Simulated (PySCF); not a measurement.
NMR data simulated for an unnamed compound:

$^{1}$H NMR (500 MHz, computed): δ 7.81 (m, 1H), 7.50 (m, 1H), 7.28 (m, 1H), 7.20 (m, 1H), 1.14 (m, 4H).

$^{13}$C{$^{1}$H} NMR (computed): δ 174.6 (C), 140.9 (CH), 139.9 (C), 135.1 (CH), 128.8 (CH), 120.2 (CH), 11.9 (CH2).

Theory: geometry: GFN2-xTB, shielding tensors at PBE0/pcSseg-1 (GIAO), in PySCF 2.14.0 with density-fitted response routines (one averaged value for each set of equivalent atoms, no solvent model, non-relativistic, one computed conformer).

Referencing at the same level of theory: $^{1}$H (31.72 ppm) and $^{13}$C (186.93 ppm) against TMS.

Task: Which of these does the molecule contain: a (CH3)2CH unit, a three-membered ring, a benzene ring, an S-methyl group, an aldehyde?

Result: 
- A (CH3)2CH unit: no.
- A three-membered ring: yes.
- A benzene ring: yes.
- An S-methyl group: no.
- An aldehyde: no.

The data belong to SMILES Fc1ccccc1P1CC1, C$_{8}$H$_{8}$FP; they needn't prove each group on their own.

Carbon signals by region: 1 in the far downfield region (above 160 ppm), 5 in the sp2 and nitrile region (100–160 ppm), 1 below 50 ppm. Above 160 ppm: 174.6, aromatic carbon bearing fluorine.

Splittings by $^{19}$F and $^{31}$P in the carbon and heteronuclear signals aren't shown, as no couplings were computed. Shifts are as computed. Against solution values, carbons near 30 ppm lie about +3 ppm off and those near 130 ppm about +5 ppm. Of 1211 compounds with measured shifts, 218 miss one by over three times the rms of a fit or turn the order of signals round; such compounds aren't used in these exercises. Multiplicities follow the n + 1 count of equivalent neighbours, as no J values were calculated; m marks all less simple cases, F and P coupling included.
